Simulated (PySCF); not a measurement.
RbF, SMILES [F][Rb]. Coordinates come from a PBE-D3(BJ)/def2-TZVPD optimisation. The def2 effective core potentials stand for the cores of Rb; spin–orbit coupling is left out.

Level of theory: PySCF 2.14.0 with PBE-D3(BJ)/def2-TZVPD.

Harmonic wavenumbers (cm⁻¹): 348. Rotational constants (GHz): 5.794 (linear); symmetry number 1.

Work out the zero-point energy and the ideal-gas rigid-rotor harmonic-oscillator thermochemistry at 298.15 K and 1 atm.

ZPE = ½ Σ hcν = ½ × 348 cm⁻¹ = 2.08 kJ/mol. H − E(el) = 11.71 kJ/mol. Entropy in J/(mol K): translation 166.73, rotation 66.33, vibration 4.92, total 237.97. G − E(el) = -59.24 kJ/mol. Cp = 35.71 J/(mol K).
